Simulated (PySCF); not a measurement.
A structure optimised at ωB97X-D3(BJ)/def2-SVP, used in a PySCF frequency run:

```xyz
8

Si     1.2132     1.3540     0.0000
Cl    -0.1834     2.8758     0.0000
Si     0.0066    -0.6177     0.0000
Cl    -1.1782    -0.7189     1.6647
Cl    -1.1782    -0.7189    -1.6647
Cl     1.2938    -2.2142     0.0000
H      2.0525     1.4443     1.2218
H      2.0525     1.4443    -1.2218
```
Charge 0, spin multiplicity 1.

Q: Write its SMILES, formula and point group.

A: Cl[SiH2][Si](Cl)(Cl)Cl, Cl4H2Si2, Cs

Q: What are its rotational constants (standard atomic weights)?

A: 1.2390, 0.65667, 0.64913 GHz
